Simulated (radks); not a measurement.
Task: All-electron atom: Sb IV in [Kr] 4d10 5s2. Method: scalar-relativistic Kohn-Sham, Slater X-alpha with alpha = 0.73, spin-polarised, spherical densities, finite nucleus; Fermi nuclear charge, rms radius 4.6802 fm; computed with a radial shooting solver on a logarithmic mesh with Libxc functionals. Some entries of the table are withheld. Estimate them.

| orbital | occ. | eigenvalue (hartree) | <1/r> (bohr^-1) |
|---|---|---|---|
| 1s | 2 | -1114.986 | 54.29 |
| 2s | 2 | -170.8340 | (1) |
| 2p | 6 | -153.6440 | 11.92 |
| 3s | 2 | (2) | 4.423 |
| 3p | 6 | -28.78609 | 4.213 |
| 3d | 10 | (3) | 3.984 |
| 4s | 2 | -6.56447 | 1.766 |
| 4p | 6 | -4.83651 | 1.610 |
| 4d | 10 | -2.31767 | 1.310 |
| 5s | 2 | -1.42919 | 0.6468 |

Result: 
(1) 2s <1/r> (bohr^-1): 12.41
(2) 3s eigenvalue (hartree): -34.40094
(3) 3d eigenvalue (hartree): -20.18568
